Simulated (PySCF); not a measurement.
A PySCF script (with the pyscf-properties extension) for the NMR shieldings of SMILES CCCCC1CC1, C₇H₁₄, on a GFN2-xTB geometry:

```python
import basis_set_exchange as bse
import numpy as np
from pyscf import gto, dft
from pyscf.prop import nmr

atoms = """
C    -3.237681    0.021546   -0.491206
C    -2.019740   -0.562748    0.214025
C    -0.768668    0.280773   -0.018035
C     0.457225   -0.299439    0.687875
C     1.692891    0.527210    0.422078
C     2.475578    0.311463   -0.837405
C     3.051531   -0.102247    0.483317
H    -3.064391    0.080717   -1.563490
H    -3.447794    1.023737   -0.124137
H    -4.115006   -0.597791   -0.319357
H    -1.843274   -1.577405   -0.150821
H    -2.216967   -0.628366    1.286743
H    -0.944928    1.296851    0.343386
H    -0.565439    0.342515   -1.089664
H     0.269300   -0.340251    1.764744
H     0.623457   -1.321363    0.339701
H     1.612785    1.549015    0.774821
H     2.900654    1.166700   -1.340301
H     2.147851   -0.466230   -1.510511
H     3.112716   -1.158035    0.700875
H     3.870981    0.470289    0.890998
"""
names = dict.fromkeys(["C", "H"], "pcSseg-1")
basis = {el: gto.basis.parse(bse.get_basis(n, elements=[el], fmt="nwchem")) for el, n in names.items()}
mol = gto.M(atom=atoms, basis=basis, charge=0, verbose=0)
mf = dft.RKS(mol, xc="PBE0")
mf.grids.level = 2
mf.grids.alignment = dft.numint.BLKSIZE   # the property module wants whole blocks of grid points
mf.conv_tol = 1e-9
mf.kernel()

calc = nmr.RKS(mf)   # GIAO
C = mf.mo_coeff
Co = C[:, mf.mo_occ > 0]
resp = mf.gen_response(singlet=True, hermi=2)
def vind(x):   # induced exchange potential for any number of trial vectors
    d = np.einsum("pi,xij,qj->xpq", C, 2 * x.reshape(-1, C.shape[1], Co.shape[1]), Co, optimize=True)
    return np.einsum("xpq,pi,qj->xij", resp(d - d.transpose(0, 2, 1)), C, Co, optimize=True).ravel()
mo1, _ = nmr.rhf.solve_mo1(calc, with_cphf=vind)
sigma = calc.kernel(mo1)
for i, s in enumerate(sigma):   # ppm
    w = np.linalg.eigvalsh((s + s.T) / 2)
    print("%2d %-2s iso %8.1f  s11 %8.1f  s22 %8.1f  s33 %8.1f" % (i, mol.atom_pure_symbol(i), w.mean(), *w))
```

Problem. Give the expected output.

Solution. 
```
 0 C  iso    169.6  s11    157.9  s22    163.0  s33    187.8
 1 C  iso    158.3  s11    146.5  s22    155.7  s33    172.6
 2 C  iso    149.1  s11    128.6  s22    145.1  s33    173.6
 3 C  iso    146.1  s11    125.4  s22    143.3  s33    169.8
 4 C  iso    172.1  s11    141.0  s22    159.3  s33    216.1
 5 C  iso    180.5  s11    148.5  s22    176.7  s33    216.4
 6 C  iso    180.5  s11    151.4  s22    175.3  s33    214.7
 7 H  iso     30.8  s11     26.5  s22     29.3  s33     36.5
 8 H  iso     30.7  s11     26.6  s22     29.0  s33     36.6
 9 H  iso     30.5  s11     25.7  s22     27.6  s33     38.0
10 H  iso     30.5  s11     25.6  s22     30.9  s33     35.1
11 H  iso     30.4  s11     25.3  s22     30.6  s33     35.3
12 H  iso     30.4  s11     25.9  s22     31.6  s33     33.8
13 H  iso     30.3  s11     25.2  s22     32.6  s33     33.2
14 H  iso     29.7  s11     24.3  s22     30.4  s33     34.4
15 H  iso     31.5  s11     26.3  s22     32.9  s33     35.4
16 H  iso     31.1  s11     24.2  s22     29.2  s33     39.8
17 H  iso     31.3  s11     25.8  s22     26.6  s33     41.5
18 H  iso     31.8  s11     26.7  s22     28.9  s33     39.7
19 H  iso     31.7  s11     25.6  s22     29.2  s33     40.1
20 H  iso     31.3  s11     25.3  s22     26.8  s33     41.7
```

These numbers come from an equivalent density-fitted implementation of the same equations, which agrees with the script to about 0.01 ppm for H and up to a few tenths of a ppm for heavy atoms, so last digits may differ.

Problem. Turn these shieldings into chemical shifts. Chemical shifts δ = σref − σ; TMS for ¹³C (186.93 ppm) and ¹H (31.72 ppm), all at this level.

Solution. Averaging equivalent atoms: C 3: 40.8; C 2: 37.8; C 1: 28.7; C 0: 17.4; C 4: 14.8; C 5/6: 6.4; H 12/13: 1.36; H 10/11: 1.26; H 14/15: 1.14; H 7/8/9: 1.06; H 16: 0.64; H 17/20: 0.44; H 18/19: -0.01 ppm. 

Size and cost of the density-fitted run: 189 basis functions, 22 s wall time on 1 thread of an Arm Neoverse V2, shared host.
